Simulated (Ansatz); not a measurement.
Consider the cleavage of the Si–Ga bond: `O[SiH2][GaH][OH]` + `S[SiH2]Cl` → `O[SiH2]S[SiH2]Cl` + `[OH][GaH2]`.

Isolated molecules relaxed with PBE0-D4/def2-TZVP in Ansatz; ΔE leaves out vibrations. CCSD(T)/CBS is the MP2 limit (def2-TZVPP, def2-QZVPP) plus CCSD(T) − MP2 in def2-TZVPP, frozen cores. DFT in def2-TZVPP. B3LYP here is the variant with VWN-RPA as its local correlation; programs differ in this. For Ga outer-core shells are correlated without core-valence functions, which leaves a few kJ/mol of doubt a bond. Scalar relativity is left out up to krypton. Each species was taken in one conformer, which may not be the lowest.

(1) Is it downhill or uphill in electronic energy at CCSD(T)/CBS, and by how much? (An estimate is asked.)

(2) What do these levels give: PBE-D4, r2SCAN-D4, PBE0-D4, B3LYP-D4, ωB97X-V, r2SCAN, PBE0, HF/def2-TZVPP, CCSD(T)/def2-TZVPP, MP2/def2-QZVPP, HF/CBS(def2), CCSD/CBS(def2)? (Estimate.)

Largest T1 diagnostic among the species: 0.015.

Results:

(1) Ansatz gave: Downhill: ΔE = -63.4 kJ/mol.

(2) Computed: PBE-D4 -54.2, r2SCAN-D4 -62.9, PBE0-D4 -60.2, B3LYP-D4 -60.0, ωB97X-V -63.8, r2SCAN -61.5, PBE0 -55.6, HF/def2-TZVPP -69.6, CCSD(T)/def2-TZVPP -62.7, MP2/def2-QZVPP -73.7, HF/CBS(def2) -71.4, CCSD/CBS(def2) -62.6 kJ/mol.

From PBE to PBE0 (25 % exact exchange), in def2-TZVPP and without D4, ΔE moves by −6.4 kJ/mol. The D4 term adds −8.1 kJ/mol with B3LYP and −4.6 kJ/mol with PBE0; it sums over pairs of atoms, weighted by their polarisabilities, and B3LYP, whose exchange is more repulsive, gets the larger term.
